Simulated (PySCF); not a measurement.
Relaxation of triplet RuH₆

These are results of UPBE0 in PySCF with Ru def2-TZVP with ECP28, H def2-TZVP; scalar-relativistic core potentials, no spin–orbit coupling; density-fitted integrals, not measurements. A (50,194) grid was used.

A start displaced from a saddle point along its imaginary mode, of Cs symmetry, held to at least that symmetry:

Coordinates in bohr (charge 0 multiplicity 3):
```
Ru    0.0157   -0.0057    0.0000
H     2.6556    0.0607    1.4959
H    -1.8769    0.9018    2.7349
H    -1.5745   -0.6733    2.9838
H     2.6557    0.0607   -1.4957
H    -1.8766    0.9018   -2.7350
H    -1.5742   -0.6733   -2.9840
```

(1) What forces act on the atoms at the start (eV/Å)?

(2) What does it relax to?

(3) How much energy is released, and in how many steps?

Answers

(1) 
```csv
atom,Fx,Fy,Fz
Ru1,-0.17,-0.18,0.00
H2,0.00,0.02,0.04
H3,0.06,-0.36,-0.06
H4,0.03,0.44,-0.10
H5,0.00,0.02,-0.04
H6,0.06,-0.36,0.06
H7,0.03,0.44,0.10
```

(2) It ends at C2v with H–H 0.845 Å (×2), Ru–H 1.622 Å (×2), Ru–H 1.773 Å (×2), Ru–H 1.834 Å (×2); H–H–Ru 72.5° (×2), H–H–Ru 80.5° (×2), H–Ru–H 27.0° (×2), H–Ru–H 68.5° (×2), H–Ru–H 84.4° (×2), H–Ru–H 95.6° (×2), H–Ru–H 111.4° (×2), H–Ru–H 138.4°, H–Ru–H 153.1° (×2), H–Ru–H 179.9° (×2) (after a last refinement on a finer grid). A frequency run shows a minimum.

(3) 34.0 kJ/mol in 23 steps.

Other spin states or occupations of the open shell can lie lower.

The relaxation took roughly 120 core-seconds on a shared host.
